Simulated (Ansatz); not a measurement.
trans-ethylamine (C$_{2}$H$_{7}$N), singlet, at a GFN2-xTB geometry. Base run: B3LYP/STO-3G (Ansatz, a program for electronic structure).

Ansatz was given this input:
Ansatz 0.2 input:
```yaml
crystal:
  periodic: [false, false, false]
  atoms:
    - {symbol: C, position_ang: [1.21347580, -0.33489211, -0.00053948]}
    - {symbol: C, position_ang: [-0.01511352, 0.57959694, -0.00065065]}
    - {symbol: N, position_ang: [-1.29044637, -0.11469946, 0.00111158]}
    - {symbol: H, position_ang: [2.12582993, 0.25587901, -0.00190763]}
    - {symbol: H, position_ang: [1.21478843, -0.97056086, 0.88382899]}
    - {symbol: H, position_ang: [1.21344556, -0.97257980, -0.88345425]}
    - {symbol: H, position_ang: [0.00625613, 1.22117055, -0.88594093]}
    - {symbol: H, position_ang: [0.00760037, 1.22319154, 0.88313798]}
    - {symbol: H, position_ang: [-1.36186295, -0.71028181, 0.82013011]}
    - {symbol: H, position_ang: [-1.36310650, -0.71215141, -0.81643455]}
basis:
  gaussian:
    orbitals: STO-3G
hamiltonian:
  xc: b3lyp
```

The base run was repeated with changes; each row names its change, and settings that it needs were set with it.

```json
[
 {"change": "base", "basis functions": "22", "E (Eh)": "-133.48226"},
 {"change": "basis = 3-21G", "basis functions": "41", "E (Eh)": "-134.42842"},
 {"change": "basis = 6-31G*", "basis functions": "59", "E (Eh)": "-135.17006"},
 {"change": "basis = cc-pVDZ", "basis functions": "77", "E (Eh)": "-135.17564"},
 {"change": "basis = def2-SVP", "basis functions": "77", "E (Eh)": "-135.07333"},
 {"change": "basis = 6-31G**", "basis functions": "80", "E (Eh)": "-135.18347"},
 {"change": "basis = 6-311++G**", "basis functions": "115", "E (Eh)": "-135.22099"},
 {"change": "basis = def2-SVPD", "basis functions": "116", "E (Eh)": "-135.08929"},
 {"change": "basis = 6-311+G(2d,p)", "basis functions": "123", "E (Eh)": "-135.22379"},
 {"change": "basis = aug-cc-pVDZ", "basis functions": "132", "E (Eh)": "-135.19335"},
 {"change": "basis = def2-TZVP", "basis functions": "135", "E (Eh)": "-135.23236"},
 {"change": "basis = def2-TZVPD", "basis functions": "174", "E (Eh)": "-135.23404"},
 {"change": "basis = pcseg-2", "basis functions": "188", "E (Eh)": "-135.23687"}
]
```

Totals compare only among sets that treat the same electrons; sets with core potentials leave the core out.
